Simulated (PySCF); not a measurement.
**Diatomics of Si with group 12**

CCSD(T) with double-zeta basis sets in PySCF, for the lowest determinant that a PBE0 search found; no spin–orbit coupling. De refers to high-spin ground-configuration atoms.

```tsv
M	basis	reference, frozen orbitals	state (unpaired electrons)	Re (Å)	ωe (cm⁻¹)	De (eV)
Zn	6-31G(d,p)	ROHF, 10	triplet (π ↑↑)	2.372	269	0.76
Cd	def2-SVP	ROHF, 5	triplet (π ↑↑)	2.604	214	0.53
Hg	def2-SVP	UHF, 5	triplet (π ↑↑)	2.674	154	0.30
```

The shortest bond is that of ZnSi (2.372 Å), the longest that of SiHg (2.674 Å). ZnSi is bound most strongly (0.76 eV) and SiHg least (0.30 eV).

The rows differ in basis set, which adds steps of its own.

Down a group the atoms grow and get heavier, so bonds lengthen and wavenumbers fall; this series shows no clear exception.

Correlated steps freeze the inner cores (5 to 10 orbitals); shallow outer-core shells are correlated. UHF and ROHF references stand side by side, which adds small steps between rows. Weak bonds: SiHg. Basis-set superposition, not corrected here, can be much of De in a small basis, most of all at correlated wavefunction levels. Spin–orbit coupling is left out, which matters for elements this heavy, above all for dissociation energies. States were picked by a PBE0 search and need not be the measured ground states.
